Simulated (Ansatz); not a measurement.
Relaxation of a periodic cell of 17 atoms, HC16 (host C, host structure diamond, interstitial H), to a largest force component of 0.03 eV/Å in at most 60 steps.

Computed with DFT r2SCAN-D3(BJ), scalar-relativistic, plane waves, PAW (Ansatz). Settings: PAW set soft_1, cutoff 500 eV, k mesh 3x3x3, fermi-dirac smearing 0.02 eV, spin collinear.

```xyz
17
Lattice="0.0000 3.5700 3.5700 3.5700 0.0000 3.5700 3.5700 3.5700 0.0000" Properties=species:S:1:pos:R:3
C 0.000 0.000 0.000
C 0.892 0.892 0.892
C 1.785 1.785 0.000
C 2.678 2.678 0.892
C 1.785 0.000 1.785
C 2.678 0.892 2.678
C 3.570 1.785 1.785
C 4.463 2.678 2.678
C 0.000 1.785 1.785
C 0.892 2.678 2.678
C 1.785 3.570 1.785
C 2.678 4.463 2.678
C 1.785 1.785 3.570
C 2.678 2.678 4.463
C 3.570 3.570 3.570
C 4.463 4.463 4.463
H 5.350 5.356 5.307
```

Question: Where does it end, and by what steps?

Answer: The run converged. Limits of this set-up: a small cell, in which the defect meets its images. After 3 steps the energy has fallen by 0.084 eV; H17 moved furthest, 0.04 Å.

```json
{"step": "0", "energy less start (eV)": "0.0000", "largest force component (eV/Å)": "1.356", "accepted": "yes"}
{"step": "1", "energy less start (eV)": "-0.0682", "largest force component (eV/Å)": "0.435", "accepted": "yes"}
{"step": "2", "energy less start (eV)": "-0.0827", "largest force component (eV/Å)": "0.102", "accepted": "yes"}
{"step": "3", "energy less start (eV)": "-0.0841", "largest force component (eV/Å)": "0.003", "accepted": "yes"}
```

```xyz
17
Lattice="0.0000 3.5700 3.5700 3.5700 0.0000 3.5700 3.5700 3.5700 0.0000" Properties=species:S:1:pos:R:3
C 0.000 0.000 -0.003
C 0.896 0.896 0.893
C 1.785 1.785 0.018
C 2.674 2.674 0.893
C 1.785 0.021 1.782
C 2.674 0.896 2.671
C 3.549 1.785 1.782
C 4.459 2.681 2.678
C 0.021 1.785 1.782
C 0.896 2.674 2.671
C 1.785 3.549 1.782
C 2.680 4.459 2.678
C 1.785 1.785 3.546
C 2.680 2.681 4.457
C 3.570 3.570 3.567
C 4.459 4.459 4.457
H 5.355 5.355 5.352
```

Time of the run: 49 s on 2 threads of Intel(R) Xeon(R) 6975P-C (Granite Rapids) (shared host), peak memory 0.68 GiB.
